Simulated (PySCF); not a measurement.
How methods differ on the electron affinity of Sb

Sb⁻ [Kr] 4d10 5s2 5p4 (3P) → Sb [Kr] 4d10 5s2 5p3 (4S), as a difference of total energies. Computed with PySCF 2.14 in aug-cc-pwCVDZ-PP with ECP28MDF (6s5p4d1f, 48 functions), with scalar relativity through the core potential. Correlated levels: valence and next inner shell: nothing frozen outside the core potential. The calculations carry no spin-orbit coupling.

```tsv
method	electron affinity (eV)
UHF	-0.101
MP2 (valence and next inner shell)	0.396
SCS-MP2 (valence and next inner shell)	0.407
CCSD (valence and next inner shell)	0.455
CCSD(T) (valence and next inner shell)	0.509
```

The reference lies between the lowest fine-structure levels, while these numbers refer to the centres of the terms.

Errors of the correlated levels include the incompleteness of this basis.

A negative affinity means that the anion lies above the atom at that level of theory.

For comparison: 1.047 eV (measured; photodetachment measurements, as compiled on the Wikipedia data page of electron affinities).
